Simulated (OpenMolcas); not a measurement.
**Multiconfigurational calculation on Mo3+**

Mo3+ with 6 ligands (oxide) in octahedral coordination (Oh) at 2.07 Å. A charge of +1.5 e stands 2.6 Å behind each ligand. Ligand basis ANO-RCC-VDZP. With inversion symmetry the input lists one of each pair of outer charges.

Input:

```
&GATEWAY
Coord
7

Mo 0.0 0.0 0.0
O 2.070000 0.000000 0.000000
O 0.000000 2.070000 0.000000
O -2.070000 0.000000 0.000000
O 0.000000 -2.070000 0.000000
O 0.000000 0.000000 2.070000
O 0.000000 0.000000 -2.070000
Basis=Mo.ANO-RCC-VDZP,O.ANO-RCC-VDZP
Group=XYZ
NoMove
AngMom=0.0 0.0 0.0
AMFI
RICD
XField
3 Angstrom 0
4.670000 0.000000 0.000000 1.500000
0.000000 4.670000 0.000000 1.500000
0.000000 0.000000 4.670000 1.500000
&SEWARD
* reference wave functions (RASSCF and RASSI steps not shown): 3 electrons in 5 orbitals (4d)
>>> COPY JOB001 $Project.JobIph
&CASPT2
Multistate=10 1 2 3 4 5 6 7 8 9 10
NoMult
Frozen=11 9
IPEA=0.25
Imaginary=0.1
MaxIter=60
WThr=0.0 0.3 0.05
PrWF=0.5
NoMix
>>> COPY JOB002 $Project.JobIph
&CASPT2
Multistate=40 1 2 3 4 5 6 7 8 9 10 11 12 13 14 15 16 17 18 19 20 21 22
23 24 25 26 27 28 29 30 31 32 33 34 35 36 37 38 39 40
NoMult
Frozen=11 9
IPEA=0.25
Imaginary=0.1
MaxIter=60
WThr=0.0 0.3 0.05
PrWF=0.5
NoMix
```

Launched by
```bash
OMP_NUM_THREADS=1 MOLCAS_MEM=2457 MOLCAS_PROJECT=a pymolcas a.inp > a.log  # once for each step of the input, in one work folder
```

Output, cut to the results:

```
--- CASPT2 ---
Orbital specifications:
      -----------------------

      Symmetry species                           1   2
                                                ag  au
      Frozen orbitals                           11   9
      Inactive orbitals                         13  15
      Active orbitals                            5   0
      Secondary orbitals                        34  40
      Deleted orbitals                           0   0
      Number of basis functions                 63  64
Type of calculation                        SS-CASPT2
      Fock operator                              state-specific
      IPEA shift                                 0.25
      Real shift                                 0.00
      Imaginary shift                            0.10
      The input orbitals will be transformed to quasi-canonical
Reference energy:       -4498.7679087064
      E2 (Non-variational):      -1.6995341265
      Shift correction:          -0.0026545459
      E2 (Variational):          -1.7021886724
      Total energy:           -4500.4700973788
      Residual norm:              0.0000001584
      Reference weight:           0.62887
      Contributions to the CASPT2 correlation energy
      Active & Virtual Only:         -0.0141351260
      One Inactive Excited:          -0.1516250454
      Two Inactive Excited:          -1.5337739552
Reference energy:       -4498.6922626421
      E2 (Non-variational):      -1.7033014020
      Shift correction:          -0.0026978249
      E2 (Variational):          -1.7059992270
      Total energy:           -4500.3982618690
      Residual norm:              0.0000001129
      Reference weight:           0.62686
      Contributions to the CASPT2 correlation energy
      Active & Virtual Only:         -0.0141716120
      One Inactive Excited:          -0.1578183868
      Two Inactive Excited:          -1.5313114032
::    CASPT2 Root  1     Total energy:  -4500.47009738
::    CASPT2 Root  2     Total energy:  -4500.39826187
::    CASPT2 Root  3     Total energy:  -4500.39834204
::    CASPT2 Root  4     Total energy:  -4500.39825657
::    CASPT2 Root  5     Total energy:  -4500.37706077
::    CASPT2 Root  6     Total energy:  -4500.37704790
::    CASPT2 Root  7     Total energy:  -4500.37705063
::    CASPT2 Root  8     Total energy:  -4500.31378613
::    CASPT2 Root  9     Total energy:  -4500.31378718
::    CASPT2 Root 10     Total energy:  -4500.31384668
--- CASPT2 ---
Orbital specifications:
      -----------------------

      Symmetry species                           1   2
                                                ag  au
      Frozen orbitals                           11   9
      Inactive orbitals                         13  15
      Active orbitals                            5   0
      Secondary orbitals                        34  40
      Deleted orbitals                           0   0
      Number of basis functions                 63  64
Type of calculation                        SS-CASPT2
      Fock operator                              state-specific
      IPEA shift                                 0.25
      Real shift                                 0.00
      Imaginary shift                            0.10
      The input orbitals will be transformed to quasi-canonical
Reference energy:       -4498.7023619391
      E2 (Non-variational):      -1.7131851740
      Shift correction:          -0.0027156015
      E2 (Variational):          -1.7159007754
      Total energy:           -4500.4182627145
      Residual norm:              0.0000001526
      Reference weight:           0.62607
      Contributions to the CASPT2 correlation energy
      Active & Virtual Only:         -0.0182471988
      One Inactive Excited:          -0.1570526241
      Two Inactive Excited:          -1.5378853511
Reference energy:       -4498.7023619338
      E2 (Non-variational):      -1.7136803659
      Shift correction:          -0.0027143407
      E2 (Variational):          -1.7163947066
      Total energy:           -4500.4187566404
      Residual norm:              0.0000001212
      Reference weight:           0.62600
      Contributions to the CASPT2 correlation energy
      Active & Virtual Only:         -0.0182287288
      One Inactive Excited:          -0.1575670404
      Two Inactive Excited:          -1.5378845967
::    CASPT2 Root  1     Total energy:  -4500.41826271
::    CASPT2 Root  2     Total energy:  -4500.41875664
::    CASPT2 Root  3     Total energy:  -4500.41777830
::    CASPT2 Root  4     Total energy:  -4500.41778156
::    CASPT2 Root  5     Total energy:  -4500.41778144
::    CASPT2 Root  6     Total energy:  -4500.39270855
::    CASPT2 Root  7     Total energy:  -4500.39270861
::    CASPT2 Root  8     Total energy:  -4500.39271525
::    CASPT2 Root  9     Total energy:  -4500.36089383
::    CASPT2 Root 10     Total energy:  -4500.35565461
::    CASPT2 Root 11     Total energy:  -4500.35566013
::    CASPT2 Root 12     Total energy:  -4500.35566178
::    CASPT2 Root 13     Total energy:  -4500.35096472
::    CASPT2 Root 14     Total energy:  -4500.35078357
::    CASPT2 Root 15     Total energy:  -4500.35078853
::    CASPT2 Root 16     Total energy:  -4500.34636987
::    CASPT2 Root 17     Total energy:  -4500.34688695
::    CASPT2 Root 18     Total energy:  -4500.34139406
::    CASPT2 Root 19     Total energy:  -4500.34139408
::    CASPT2 Root 20     Total energy:  -4500.34141403
::    CASPT2 Root 21     Total energy:  -4500.32048740
::    CASPT2 Root 22     Total energy:  -4500.32049669
::    CASPT2 Root 23     Total energy:  -4500.32049901
::    CASPT2 Root 24     Total energy:  -4500.32095261
::    CASPT2 Root 25     Total energy:  -4500.28156326
::    CASPT2 Root 26     Total energy:  -4500.28156370
::    CASPT2 Root 27     Total energy:  -4500.28153240
::    CASPT2 Root 28     Total energy:  -4500.28131313
::    CASPT2 Root 29     Total energy:  -4500.28131312
...
```

Spin-orbit levels above the lowest (labels of O, the rotations of Oh), with the averaged single-state CASPT2 energies on the diagonal:

| E (cm-1) | Degeneracy | Label | 2S+1 | g |
| --- | --- | --- | --- | --- |
| 0 | 4 | Γ8 | 4 |  |
| 11190 | 4 | Γ8 | 2 |  |
| 11330 | 4 | Γ8 | 2 |  |
| 11590 | 2 | Γ6 | 2 | 0.46 0.46 0.46 |
| 15460 | 2 | Γ7 | 4 | 2.59 2.59 2.59 |
| 15570 | 4 | Γ8 | 4 |  |
| 16030 | 4 | Γ8 | 4 |  |
| 16060 | 2 | Γ6 | 4 | 2.45 2.45 2.45 |
| 17120 | 4 | Γ8 | 2 |  |
| 17200 | 2 | Γ7 | 2 | 1.49 1.49 1.49 |
| 20500 | 2 | Γ6 | 4 | 3.40 3.40 3.40 |
| 20590 | 4 | Γ8 | 4 |  |
| 20620 | 2 | Γ7 | 4 | 1.78 1.78 1.78 |
| 20640 | 4 | Γ8 | 4 |  |
| 24140 | 2 | Γ6 | 2 | 2.45 2.45 2.45 |
| 25090 | 2 | Γ7 | 2 | 0.20 0.20 0.20 |
| 25170 | 4 | Γ8 | 2 |  |
| 25820 | 2 | Γ6 | 2 | 0.71 0.71 0.71 |
| 26480 | 4 | Γ8 | 2 |  |
| 27240 | 4 | Γ8 | 2 |  |

Roots that are degenerate in the reference are averaged as groups; the widest CASPT2 spread within a group is 110 cm-1 (the 2-fold group of multiplicity 2 near 27100 cm-1 above the lowest state of its run). Shifts and gaps below about the spread of the groups concerned are not significant. Over all roots computed the reference weight is 0.62 to 0.63; a low but even weight reflects the number of correlated electrons. The least metal-like active orbital is 76 % on the metal (Löwdin) and no ligand orbital is active, so the numbers are rough. The oxide ions are held by bare point charges, a crude embedding. Ligand-to-metal charge-transfer states are missing. With no ligand orbital active B as a rule stays too high, so bands that hang on it stand too high and its fall with covalency is understated. With one d shell and no ligand orbital active, 10Dq can be off by a tenth or more. No measured value stands beside these numbers; the geometry is a model, was not optimised and need not be the one that this ion takes.

The CASPT2 steps took 100 s on 1 thread of Arm Neoverse V1, with other jobs on the host; the integral step is not counted.
